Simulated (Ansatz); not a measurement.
Basis-set extrapolation for C₂H₈N₂Si (`NC(N)=C[SiH3]`) (PBE0-D4/def2-TZVP geometry, frozen core, Ansatz 0.2.0). Multiplicity 1, RHF reference.

```
                      def2-TZVPP   def2-QZVPP
                 HF  -478.302150  -478.320093
    MP2 correlation    -0.876858    -0.937430
CCSD(T) correlation    -0.960166      not run
```

Energies in hartree. Use E(X) = E(∞) + A·exp(−7.88·√X) for Hartree–Fock and E(X) = E(∞) + B·X^(−2.97) for correlation, with X = 3 and 4, and add CCSD(T) minus MP2 of the smaller set to the MP2 limit.

Question: What is the CCSD(T) energy at the basis-set limit?

Answer: HF limit: -478.320093 + (-0.017943) × 0.13774 = -478.32256. MP2 limit: -0.937430 + (-0.060572) × 0.74074 = -0.98230. Higher-order term: -0.960166 − (-0.876858) = -0.08331. Total: -479.38817 hartree, 79.0 kcal/mol below CCSD(T)/def2-TZVPP.
